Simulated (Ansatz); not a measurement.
Program: Ansatz 0.2.0.

`CCB(F)F`. Total charge 0; spin multiplicity 1. All single points use the PBE0-D4/def2-TZVP geometry. It is one conformer, not always the lowest.

```xyz
10

C    -0.406   -0.889   -0.731
C     0.468    0.255   -0.233
B     0.061    0.873    1.139
F    -0.966    0.432    1.846
F     0.736    1.882    1.667
H    -0.055   -1.270   -1.693
H    -0.410   -1.723   -0.026
H    -1.443   -0.571   -0.858
H     0.499    1.073   -0.964
H     1.516   -0.061   -0.147
```

(1) What is the dipole moment at B3LYP/def2-TZVPP? (Best estimate.)

(2) And with PBE, r2SCAN, ωB97M-V? (An estimate is asked.)

(3) Give the Mulliken charges with B3LYP, PBE, r2SCAN in def2-TZVPP. (Estimate.)

Results:

(1) The calculation gave: 1.68 D, with components (0.41, -0.69, -1.47) D in this frame, pointing from negative to positive charge.

(2) The calculation gave: PBE 1.59 D, r2SCAN 1.65 D, ωB97M-V 1.66 D.

(3) The calculation gave: 
```json
{"atom": "C1", "B3LYP": "-0.23", "PBE": "-0.23", "r2SCAN": "-0.12"}
{"atom": "C2", "B3LYP": "-0.21", "PBE": "-0.24", "r2SCAN": "-0.14"}
{"atom": "B3", "B3LYP": "0.50", "PBE": "0.44", "r2SCAN": "0.54"}
{"atom": "F4", "B3LYP": "-0.25", "PBE": "-0.21", "r2SCAN": "-0.26"}
{"atom": "F5", "B3LYP": "-0.24", "PBE": "-0.20", "r2SCAN": "-0.26"}
{"atom": "H6", "B3LYP": "0.09", "PBE": "0.08", "r2SCAN": "0.04"}
{"atom": "H7", "B3LYP": "0.08", "PBE": "0.09", "r2SCAN": "0.05"}
{"atom": "H8", "B3LYP": "0.08", "PBE": "0.09", "r2SCAN": "0.05"}
{"atom": "H9", "B3LYP": "0.09", "PBE": "0.09", "r2SCAN": "0.05"}
{"atom": "H10", "B3LYP": "0.09", "PBE": "0.09", "r2SCAN": "0.05"}
```

B3LYP here is the variant with VWN-RPA as its local correlation; programs differ in this.
